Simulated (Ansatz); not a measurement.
A geometry optimisation of C3H5FGeN2 with PBE0-D3(BJ)/def2-SVP

The starting geometry of this gas-phase singlet was optimised with GFN2-xTB; its bonds are those of `Fc1ccn[n]1[GeH3]`.

| atom | x (Å) | y (Å) | z (Å) |
| --- | --- | --- | --- |
| C | -1.4851 | 1.7287 | 0.3223 |
| C | -1.9098 | 1.1946 | -0.8628 |
| C | -1.0762 | 0.0706 | -1.0052 |
| F | -1.8659 | 2.8001 | 1.0258 |
| Ge | 0.4391 | 1.1837 | 2.4059 |
| N | -0.2389 | -0.0441 | 0.0020 |
| N | -0.4889 | 0.9852 | 0.8285 |
| H | -2.6797 | 1.5460 | -1.5160 |
| H | -1.0650 | -0.6452 | -1.8035 |
| H | 1.5769 | 0.2504 | 2.2315 |
| H | 0.8142 | 2.6254 | 2.4890 |
| H | -0.4926 | 0.8032 | 3.5108 |

Q: Predict what becomes of its bonds when it is optimised with PBE0-D3(BJ)/def2-SVP.

A: It keeps its bonds, and is `Fc1ccn[n]1[GeH3]`.

The energy falls by 0.12 eV over 26 steps:

```csv
step,E − E(last) (eV)
1,0.119
4,0.007
7,0.007
9,0.007
12,0.005
15,0.002
18,0.001
20,0.001
23,0.000
26,0.000
```

Final geometry (Å):

```xyz
12

C    -1.3317    1.8650    0.1789
C    -1.8333    1.2582   -0.9467
C    -1.2717   -0.0397   -0.8722
F    -1.5062    3.0837    0.6447
Ge    0.4371    1.1489    2.4365
N    -0.5082   -0.1943    0.1949
N    -0.5467    0.9889    0.8458
H    -2.4946    1.6863   -1.6943
H    -1.4042   -0.8671   -1.5696
H     1.9018    0.8880    2.0772
H     0.2021    2.5801    2.9281
H    -0.1164    0.1007    3.4049
```

No frequencies were run, so the end isn't proven a minimum. Run with Ansatz 0.2.0, 5.7 min on 2 threads of Intel(R) Xeon(R) Processor @ 2.50GHz (Skylake/Cascade Lake), with other jobs on the host.
